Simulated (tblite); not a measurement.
Species: C6H11FO (charge +1 and doublet state).
Structure used (GFN2-xTB), in Å, numbered top down from 1:
```
atom  x, y, z in Å
C1    -2.0081    1.3351   -0.2850
C2    -0.7515    0.6622   -0.8224
C3    -0.0091   -0.0593    0.3000
C4    -0.6710   -1.2638    0.9204
F5     0.3665    0.8191    1.2602
C6     1.3350   -0.6514   -0.4120
C7     2.5578   -0.2776    0.3223
O8     1.1901   -1.2930   -1.3876
H9    -1.8044    2.0347    0.5254
H10   -2.4482    1.9129   -1.0973
H11   -2.7163    0.5914    0.0753
H12   -0.9765   -0.0712   -1.6010
H13   -0.1130    1.4329   -1.2651
H14   -1.5521   -0.9205    1.4704
H15   -0.9702   -1.9826    0.1626
H16   -0.0264   -1.7506    1.6528
H17    2.7091    0.8024    0.2510
H18    2.4740   -0.5092    1.3846
H19    3.4043   -0.8022   -0.1221
```

Calculated harmonic vibrations of the isolated species, GFN2-xTB (tblite), most abundant isotopes, no scaling. The method is semi-empirical: single wavenumbers can be off by several per cent or more. One conformer, not necessarily the lowest. Open shells enter through the occupations alone, without spin polarisation, and single modes of such species can be off by tens of per cent.

Harmonic wavenumbers (cm⁻¹): 54.2, 93.0, 130.4, 164.1, 181.5, 220.4, 242.6, 289.8, 309.6, 341.4, 411.1, 451.0, 525.8, 546.9, 615.3, 783.1, 801.5, 941.4, 947.3, 958.8, 977.9, 994.6, 1021.2, 1035.4, 1058.6, 1094.4, 1179.3, 1215.9, 1255.8, 1324.7, 1350.1, 1352.9, 1362.2, 1382.3, 1387.8, 1402.7, 1418.9, 1425.7, 1451.6, 1859.2, 2958.1, 2964.2, 2976.4, 2983.3, 3006.4, 3009.8, 3020.2, 3021.4, 3022.7, 3030.0, 3064.3.

A = 2942, B = 1536, C = 1388 MHz; mass 118.079 u (most abundant isotopes); point group C1, symmetry number 1; spin multiplicity 2.

**Question.** Zero-point energy?

**Answer.** Half the sum of the wavenumbers: 33809 cm⁻¹ = 404.44 kJ/mol.

**Question.** Give the ideal-gas entropy at 500 K and 1 bar in the rigid-rotor, harmonic-oscillator model (classical rotation).

**Answer.** Translation 179.11, rotation 124.98, vibration 204.77, spin (R ln 2) 5.76: S = 514.6 J/(mol K).

**Question.** And Cp and H(500 K) − H(0)?

**Answer.** Cp = 236.06 J/(mol K), of which vibrations give 202.81 (their classical limit is 51 R = 424.0); H(500 K) − H(0) = 69.91 kJ/mol without the zero-point energy, 53.29 from vibrations.

**Question.** What must be added to the electronic energy to get the Gibbs energy at 500 K and 1 bar?

**Answer.** ZPE + [H(500 K) − H(0)] − T·S = 404.44 + 69.91 − 257.31 = 217.04 kJ/mol.

**Question.** Blend soft modes into free rotors: weight 1/[1 + (100 cm⁻¹/ν̃)⁴] for the oscillator and the rest for a rotor with moment μB/(μ + B), μ = h/(8π²ν), B = 10⁻⁴⁴ kg m². What vibrational entropy results?

**Answer.** 193.92 J/(mol K) in place of 204.77, which changes −T·S at 500 K by +5.43 kJ/mol.

Hindered rotation and anharmonicity are outside this model. Other conformers, if any are populated, would add a mixing term that is left out. The structure is chiral; the term R ln 2 for an equal mix with its mirror image is left out.
